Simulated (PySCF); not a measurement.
Xe³⁺ (xenon, charge +3) across methods

[Kr] 4d10 5s2 5p3, high-spin 4S determinant. All numbers are calculated (PySCF 2.14, the spin-free X2C one-electron Hamiltonian (Gaussian nucleus), in aug-cc-pVQZ-DK3).

| method | E (hartree) | mean ε 5s α (eV) | mean ε 5s β (eV) | mean ε 5p α (eV) | Σ⟨r²⟩ (bohr²) | ⟨S²⟩ |
| --- | --- | --- | --- | --- | --- | --- |
| M06-2X | -7444.51 | -56.335 | -49.787 | -41.091 | 36.19 | 3.753 |
| PBE | -7443.40 | -51.287 | -48.536 | -38.075 | 36.23 | 3.751 |
| PBE0 | -7443.48 | -53.833 | -49.685 | -39.636 | 36.23 | 3.751 |
| r2SCAN | -7443.82 | -52.271 | -48.372 | -38.630 | 36.24 | 3.751 |
| UHF | -7440.92808 | -60.388 | -51.609 | -43.386 | 36.53 | 3.751 |
| MN15 | -7449.07 | -54.819 | -50.626 | -40.582 | 36.01 | 3.751 |
| wB97X | -7444.10 | -56.478 | -52.768 | -41.879 | 36.18 | 3.750 |

Estimate the same row for LDA.

E (hartree) = -7437.08; mean ε 5s α (eV) = -51.456; mean ε 5s β (eV) = -49.119; mean ε 5p α (eV) = -38.158; Σ⟨r²⟩ (bohr²) = 36.19; ⟨S²⟩ = 3.750.
